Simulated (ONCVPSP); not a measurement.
## Before and after: ONCV potential for Cr (Z = 24)

| Quantity | Value |
| --- | --- |
| Element | Cr (Z = 24) |
| Generator | ONCVPSP 4.0.1 |
| Type | optimised norm-conserving Vanderbilt (ONCV) |
| Functional | PBEsol |
| Relativity | scalar-relativistic |
| Frozen core | [Ne] 3s2 |
| Valence charge | 12 |
| Reference configuration | 3p6 3d5 4s1 |
| Partial waves | 4s: rc 2.55 bohr, ncon 4, nbas 6, qcut 3.2 1/bohr, 3 projectors, debl 1.4 Ha; 3p: rc 1.35 bohr, ncon 3, nbas 8, qcut 12.5 1/bohr, 2 projectors, debl 2.7 Ha; 3d: rc 2.10 bohr, ncon 3, nbas 8, qcut 7.5 1/bohr, 3 projectors, debl 2.5 Ha |
| Local potential | polynomial inside 1.15 bohr (lpopt 5, dvloc0 0 Ha) |
| Core correction | Teter function, fcfact 4.25, rcfact 1.5 |

Change: all radii but the core radius scaled by about 1.19 (s 3.04, p 1.60, d 2.50 bohr); local potential polynomial inside 1.38 bohr (lpopt 5, dvloc0 0 Ha).

Cutoffs: the cutoffs (Ha) at which the residual kinetic energy of the hardest occupied pseudo-wave falls to 1 and 0.1 mHa per electron; they do not see the model core or the augmentation charge, which bear on the density cutoff. Errors are all-electron minus pseudo energies relative to the spin-unpolarised reference configuration.

Task: What does the change do?

Result: The potential gets neither clearly harder nor softer (25 Ha and 31 Ha → 24 Ha and 31 Ha); the bound ghost in s disappears; the lowest positive-energy flag moves from none to s at 34.2 eV; of the 3 tests that both files solve, the error grows in 3 and shrinks in 0 by more than 15 % and 0.3 meV (median size 32.7 → 60.1 meV). More of the atom is replaced by a form fitted at one configuration, so other configurations suffer.

| quantity | base | changed |
| --- | --- | --- |
| cutoff, loose | 25 Ha | 24 Ha |
| cutoff, tight | 31 Ha | 31 Ha |
| loose cutoff by channel | s 3.5 Ha, p 25 Ha, d 21 Ha | s 3.3 Ha, p 24 Ha, d 18 Ha |
| bound ghosts | s | none |
| GHOST(+) flags under 300 eV | none | s at 34.2 eV |
| tests with a reliable result | 3 of 4 | 3 of 4 |
| error for 3p6 3d5 4s0, meV [ΔE 6.87 eV] | +0.1 | +6.7 |
| error for 3p6 3d4 4s0, meV [ΔE 22.89 eV] | +49 | +60 |
| error for 3p6 3d4 4s2, meV [ΔE -0.09 eV] | +33 | +92 |
| rms error of d²Exc/dni dnj with the model core, mHa | 1.70 | 1.98 |

 A true bound ghost makes a file unfit for plane-wave use even where its test errors are small: the radial tests pick states by their node count and pass the ghost by.
